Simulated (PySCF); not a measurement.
**Electronic absorption of C5H11FSi**

C₅H₁₁FSi.
SMILES: `C[C@@H]1[SiH2]CC[C@@H]1F`

Computed with TDDFT CAM-B3LYP/def2-SVPD, vertical, gas phase, core orbitals frozen in the response (PySCF). One conformer (not necessarily the lowest) at the GFN2-xTB geometry, without solvent, vibrations or thermal averaging.

```json
{"state": "S1", "E (eV)": "7.51", "ν̃ (cm⁻¹)": "60610", "f": "0.0012", "|μ| (D)": "0.21", "main configurations (H = HOMO, L = LUMO)": "H→L (87%)"}
{"state": "S2", "E (eV)": "7.69", "ν̃ (cm⁻¹)": "62000", "f": "0.034", "|μ| (D)": "1.07", "main configurations (H = HOMO, L = LUMO)": "H→L+1 (85%)"}
{"state": "S3", "E (eV)": "8.12", "ν̃ (cm⁻¹)": "65480", "f": "0.065", "|μ| (D)": "1.45", "main configurations (H = HOMO, L = LUMO)": "H-1→L+1 (31%), H→L+2 (22%), H→L+3 (13%)"}
{"state": "S4", "E (eV)": "8.22", "ν̃ (cm⁻¹)": "66330", "f": "0.055", "|μ| (D)": "1.32", "main configurations (H = HOMO, L = LUMO)": "H-1→L (34%), H-1→L+1 (29%), H→L+3 (15%)"}
{"state": "S5", "E (eV)": "8.38", "ν̃ (cm⁻¹)": "67560", "f": "0.013", "|μ| (D)": "0.65", "main configurations (H = HOMO, L = LUMO)": "H-1→L (34%), H→L+3 (32%), H→L+7 (9%)"}
{"state": "S6", "E (eV)": "8.54", "ν̃ (cm⁻¹)": "68850", "f": "0.097", "|μ| (D)": "1.74", "main configurations (H = HOMO, L = LUMO)": "H→L+2 (37%), H-1→L+1 (15%), H-2→L+1 (12%)"}
{"state": "S7", "E (eV)": "8.58", "ν̃ (cm⁻¹)": "69220", "f": "0.012", "|μ| (D)": "0.60", "main configurations (H = HOMO, L = LUMO)": "H→L+2 (25%), H-2→L+1 (24%), H-3→L+1 (14%)"}
{"state": "S8", "E (eV)": "8.68", "ν̃ (cm⁻¹)": "70000", "f": "0.0081", "|μ| (D)": "0.50", "main configurations (H = HOMO, L = LUMO)": "H-2→L (60%)"}
```

Triplets (Tamm–Dancoff): T1 7.04 eV, H→L+1 (72%), H→L (11%); T2 7.34 eV, H→L (72%), H→L+1 (9%); T3 7.76 eV, H-1→L+1 (58%).

The lowest singlet comes at 165 nm (725 kJ/mol) in the vacuum ultraviolet; it is very weak; its leading configuration is HOMO→LUMO (87%). The strongest level in the table is S6 at 8.54 eV (145 nm, f = 0.097). Löwdin shares by element: HOMO carbon 51% or more, silicon 20% (atoms not listed hold the other 28%); LUMO silicon 20%, hydrogen 16% or more, carbon 8% or more (atoms not listed hold the other 55%). Weighted by f, the mean energy of these states is 8.28 eV. The oscillator strengths of these states sum to 0.285; summed over the whole spectrum of an exact calculation they would give the number of electrons, 64 (Thomas–Reiche–Kuhn). The listed states span 1.16 eV, and the widest gap between neighbours is 0.43 eV (S2 to S3). Only the lowest 8 singlets were computed, as vertical energies without vibronic structure.

On Arm Neoverse N1, one thread, shared host, this took 95 s of wall time and 1.0 GiB of memory at its peak.

Without π bonds the low states are Rydberg-like; a valence basis with one diffuse set may place them up to an eV too high.
